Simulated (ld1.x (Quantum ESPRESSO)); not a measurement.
# tin (Sn): variants of one TM semilocal potential

Base potential:

- Element: tin (Sn)
- Generator: ld1.x (Quantum ESPRESSO) 7.5
- Type: norm-conserving Troullier–Martins (semilocal form)
- Functional: PBEsol
- Relativity: scalar-relativistic
- Frozen core: [Ar] 3d10
- Valence charge: 22
- Reference configuration: 4s2 4p6 4d10 5s2 5p2
- Partial waves: 4s (bound): rc 1.10 bohr; 4d (bound): rc 1.10 bohr; 4p (bound): rc 1.30 bohr
- Local potential: the p channel
- Core correction: a·sin(br)/r model core inside 0.80 bohr

Occupied shells without a wave of their own: 5p, 5s. They enter only through the test configuration that unscreens the potential, and ld1.x also counts them in the model core charge.

All-electron outer shells of the reference configuration (PBEsol, scalar-relativistic, ld1.x):

```tsv
shell	level (eV)	outermost node (bohr)	outermost maximum (bohr)
3p	-698.48	0.14	0.30
3d	-473.39	–	0.25
4s	-133.74	0.40	0.74
4p	-89.56	0.41	0.79
4d	-25.79	0.39	0.88
5s	-10.59	0.98	2.01
5p	-3.71	1.09	2.55
```

Cutoffs, loose and tight: the cutoffs (Ry, on a coarse ladder) from which the occupation-weighted sum of valence levels, in a spherical-Bessel basis at the reference potential, stays within 10 and 1 mRy of its value at 400 Ry. They do not see the model core or the augmentation charge, which bear on the density cutoff. Test errors are all-electron minus pseudo excitation energies from the reference, over the configurations 4s2 4p6 4d10 5s2 5p1; 4s2 4p6 4d10 5s2 5p0; 4s2 4p6 4d10 5s1 5p0; 4s2 4p5 4d10 5s2 5p2; 4s2 4p6 4d10 5s0 5p0; 4s2 4p6 4d9 5s2 5p3; 4s2 4p6 4d10 5s2 5p1.5. A dash means not determined; rows that change the core or the reference have their own tests.

With those shells counted twice in exchange and correlation these files are broken, and their errors move erratically; no question is asked of them.

In the semilocal form every listed channel keeps its own potential, so the choice of the local channel does not act on these tests. It acts once the file is put into the separable form.

A semilocal file is local in each channel, so a ghost entry of none says nothing of the separable form that plane-wave codes build from it.

```tsv
change	outcome	cutoff, loose	cutoff, tight	bound ghosts	largest test error (meV)
base	generated, misses its reference levels by 0.88 eV	140 Ry	230 Ry	none	-6985
wave 4d (bound): rc 1.10 bohr becomes 4d (bound): rc 1.00 bohr	generated, misses its reference levels by 0.88 eV	140 Ry	230 Ry	none	-6985
form changed from semilocal to separable (Kleinman–Bylander), still TM; local potential all-electron potential smoothed inside 1.00 bohr (lloc = -2)	generated, misses its reference levels by 0.39 eV	140 Ry	230 Ry	none	-4474
wave 4p (bound): rc 1.30 bohr becomes 4p (bound): rc 1.68 bohr	generated, misses its reference levels by 0.88 eV	140 Ry	230 Ry	none	-8322
functional LDA (PZ)	generated, misses its reference levels by 0.89 eV	140 Ry	230 Ry	none	-6766
reference 4s2 4p6 4d10 5s2 5p1	generated, misses its reference levels by 0.96 eV	140 Ry	230 Ry	none	-5197
core [Kr] 4d10, valence charge 4; reference 5s2 5p2; waves now 5s (bound): rc 2.10 bohr; 5p (bound): rc 2.50 bohr; core correction none	generated	21 Ry	30 Ry	none	+37
wave 4s (bound): rc 1.10 bohr becomes 4s (bound): rc 0.70 bohr	generated, misses its reference levels by 0.34 eV	300 Ry	over 300 Ry	none	-5148
```
